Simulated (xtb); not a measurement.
1-chlorobutane (C4H9Cl), SMILES CCCCCl. All values are semi-empirical tight-binding results from xtb (GFN2-xTB unless named), good for trends rather than for accurate numbers. Geometry optimised at GFN2-xTB. The values are those of a single conformer.

Optimised geometry:

Bond lengths (Å): C1–C2 1.523, C1–H6 1.088, C1–H7 1.088, C1–H8 1.087, C2–C3 1.527, C2–H9 1.091, C2–H10 1.093, C3–C4 1.519, C3–H11 1.092, C3–H12 1.093, C4–Cl5 1.786, C4–H13 1.090, C4–H14 1.090. Angles (°): C2–C1–H6 110.6, C2–C1–H7 110.6, C2–C1–H8 110.5, H6–C1–H7 108.3, H6–C1–H8 108.4, H7–C1–H8 108.4, C1–C2–C3 111.6, C1–C2–H9 109.5, C1–C2–H10 109.5, C3–C2–H9 109.1, C3–C2–H10 109.2, H9–C2–H10 107.8, C2–C3–C4 112.7, C2–C3–H11 109.5, C2–C3–H12 109.5, C4–C3–H11 109.4, C4–C3–H12 107.7, H11–C3–H12 107.9, C3–C4–Cl5 111.2, C3–C4–H13 111.4, C3–C4–H14 111.3, Cl5–C4–H13 106.4, Cl5–C4–H14 106.5, H13–C4–H14 109.8.
Charge 0, spin multiplicity 1.

Question: Estimate the properties. (An estimate is asked for; the answer gives what the named calculation found.)

Answer: 
| Quantity | Value |
|---|---|
| orbital gap | 6.91 eV |
| dipole moment | 2.26 D |
| zero-point energy | 76.3 kcal/mol |
| G − E(el) at 298.15 K (modified RRHO) | 57.0 kcal/mol |
| static polarisability (D4 model) | 63.9 bohr³ |
| solvation energy, GFN2-xTB/ALPB(water) | -1.8 kcal/mol |
| solvation energy, GFN2-xTB/ALPB(ether) | -5.2 kcal/mol |

Question: Give the atomic charges and the Wiberg bond orders between heavy atoms. (An estimate is asked for; the answer gives what the named calculation found.)

Answer: charges (e) C1 -0.10, C2 -0.05, C3 -0.06, C4 0.03, Cl5 -0.22, H6 0.03, H7 0.04, H8 0.04, H9 0.05, H10 0.03, H11 0.05, H12 0.04, H13 0.06, H14 0.06. Bond orders C1–C2 1.02, C2–C3 1.01, C3–C4 1.02, C4–Cl5 0.94.
